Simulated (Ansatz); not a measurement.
In5O12H9⁻. Charge -1, multiplicity 2. Geometry PBE-D4/def2-SVP, that of the neutral singlet; atoms count from 1.

```xyz
26

In    0.0380   -1.6595   -0.3476
In    1.2105    1.5513   -0.7051
In   -2.4426    0.8674   -0.8363
In    1.1591   -0.3786    2.4295
In    1.8482   -1.0677   -3.3166
O     0.4076    3.0020    0.4663
O     2.5686    1.1148   -2.2122
O    -2.0095   -1.1252    0.0938
O    -0.1991   -0.5302   -2.2494
O    -3.7988   -0.2167   -1.9008
O    -2.4002    2.5752    0.1947
O     0.0827   -2.1967    1.7938
O    -0.5119    0.8721   -1.9079
O     2.4992   -0.7671    3.8897
O     1.1261   -2.8386   -1.6859
O     1.4784   -0.2386    0.3508
O    -0.0008    1.3179    2.5670
H     0.2975    2.5109    1.3410
H     2.5956    1.8093   -2.9008
H    -2.6375   -1.5533   -0.5382
H    -3.4947   -0.2330   -2.8302
H    -1.4353    2.8252    0.2692
H    -0.8613   -2.1539    2.0582
H     2.8426   -1.6741    3.7655
H     1.7512   -3.4622   -1.2662
H    -0.1137    1.6492    3.4776
```

In the def2 sets In takes a core potential; there is no spin–orbit coupling. Single mean-field runs in def2-TZVP are fitted with def2-universal-jkfit. The structure holds one bond between oxygen atoms, so isomers without such links may lie far lower.

Q: Estimate the Mulliken populations from the PBE0/def2-TZVP orbitals of Ansatz.

A: 
| atom | charge (e) | spin (α − β) |
| --- | --- | --- |
| In1 | 1.06 | 0.19 |
| In2 | 0.96 | 0.20 |
| In3 | 0.95 | 0.12 |
| In4 | 0.98 | 0.20 |
| In5 | 0.49 | 0.08 |
| O6 | -0.72 | 0.04 |
| O7 | -0.73 | 0.02 |
| O8 | -0.71 | -0.01 |
| O9 | -0.49 | 0.01 |
| O10 | -0.71 | 0.01 |
| O11 | -0.66 | 0.02 |
| O12 | -0.71 | -0.01 |
| O13 | -0.46 | -0.02 |
| O14 | -0.69 | 0.03 |
| O15 | -0.75 | 0.02 |
| O16 | -0.83 | -0.05 |
| O17 | -0.74 | 0.00 |
| H18 | 0.34 | 0.02 |
| H19 | 0.29 | 0.02 |
| H20 | 0.32 | 0.02 |
| H21 | 0.30 | 0.01 |
| H22 | 0.33 | 0.02 |
| H23 | 0.31 | 0.03 |
| H24 | 0.29 | 0.01 |
| H25 | 0.30 | 0.01 |
| H26 | 0.29 | 0.02 |
Mulliken values depend strongly on the basis.

Q: Where does the spin sit?

A: Summed by element: In 0.78, O 0.06, H 0.16, of 1 unpaired in all. Largest on single atoms: In2 0.20, In4 0.20, In1 0.19.

Q: And the Mayer bond orders between heavy atoms (over 0.3)?

A: In1–O8 0.48 (2.16 Å); In1–O9 0.37 (2.22 Å); In1–O12 0.46 (2.21 Å); In1–O15 0.59 (2.09 Å); In1–O16 0.51 (2.14 Å); In2–O6 0.87 (2.03 Å); In2–O7 0.64 (2.08 Å); In2–O13 0.37 (2.21 Å); In2–O16 0.58 (2.10 Å); In3–O8 0.43 (2.24 Å); In3–O10 0.85 (2.04 Å); In3–O11 1.01 (2.00 Å); In3–O13 0.39 (2.21 Å); In4–O12 0.46 (2.21 Å); In4–O14 0.89 (2.02 Å); In4–O16 0.53 (2.11 Å); In4–O17 0.69 (2.06 Å); O9–O13 0.82 (1.48 Å).
